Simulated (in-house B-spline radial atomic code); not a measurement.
**Ho IV (Ho3+): [Ar] (3d3/2)2 (3d5/2)6 4s2 4p6 4d10 4f11 5s2 5p6 6s1 (with a hole in an inner shell)**

Computed with an all-electron radial atomic-structure program (B-spline basis): Dirac-Hartree-Fock, average of the jj configuration, Fermi nucleus of rms radius 5.2022 fm.

Effective charges: Z_r = [3n² - l(l+1)]/(2<r>) from the radius, Z_e = n√(-2ε) from the energy, and Slater's rules. Values are occupation-weighted means over j. An effective charge above Z reflects the relativistic contraction of the inner shells.

```json
{"shell": "1s", "electrons": "2", "ε (eV)": "-56123", "<r> (bohr)": "0.02074", "Z_r": "72.34", "Z_e": "64.23", "Slater": "66.70"}
{"shell": "2s", "electrons": "2", "ε (eV)": "-9648.2", "<r> (bohr)": "0.08735", "Z_r": "68.69", "Z_e": "53.26", "Slater": "62.85"}
{"shell": "2p", "electrons": "6", "ε (eV)": "-8597.7", "<r> (bohr)": "0.07762", "Z_r": "64.42", "Z_e": "50.28", "Slater": "62.85"}
{"shell": "3s", "electrons": "2", "ε (eV)": "-2281.6", "<r> (bohr)": "0.2267", "Z_r": "59.55", "Z_e": "38.85", "Slater": "55.75"}
{"shell": "3p", "electrons": "6", "ε (eV)": "-1948.9", "<r> (bohr)": "0.2252", "Z_r": "55.50", "Z_e": "35.90", "Slater": "55.75"}
{"shell": "3d", "electrons": "8", "ε (eV)": "-1520.9", "<r> (bohr)": "0.2053", "Z_r": "51.14", "Z_e": "31.72", "Slater": "46.55"}
{"shell": "4s", "electrons": "2", "ε (eV)": "-514.96", "<r> (bohr)": "0.5099", "Z_r": "47.07", "Z_e": "24.61", "Slater": "40.95"}
{"shell": "4p", "electrons": "6", "ε (eV)": "-400.97", "<r> (bohr)": "0.5373", "Z_r": "42.81", "Z_e": "21.71", "Slater": "40.95"}
{"shell": "4d", "electrons": "10", "ε (eV)": "-240.47", "<r> (bohr)": "0.577", "Z_r": "36.39", "Z_e": "16.82", "Slater": "29.85"}
{"shell": "5s", "electrons": "2", "ε (eV)": "-100.72", "<r> (bohr)": "1.232", "Z_r": "30.44", "Z_e": "13.60", "Slater": "13.90"}
{"shell": "5p", "electrons": "6", "ε (eV)": "-68.799", "<r> (bohr)": "1.405", "Z_r": "25.97", "Z_e": "11.24", "Slater": "13.90"}
{"shell": "4f", "electrons": "11", "ε (eV)": "-64.585", "<r> (bohr)": "0.6843", "Z_r": "26.31", "Z_e": "8.71", "Slater": "19.50"}
{"shell": "6s", "electrons": "1", "ε (eV)": "-28.561", "<r> (bohr)": "2.976", "Z_r": "18.14", "Z_e": "8.69", "Slater": "5.20"}
```

The least bound orbital is 6s1/2 at -28.56 eV, and it is also the most diffuse (<r> = 2.976 bohr). The part-filled 3d shell lies below the filled 5p shell in orbital energy.

For the 1s electron the small component carries 6.27 % of the norm, the zero-frequency Breit interaction raises the level by 175.6 eV, self-energy by 106.2 eV, and vacuum polarisation lowers it by 18.1 eV.
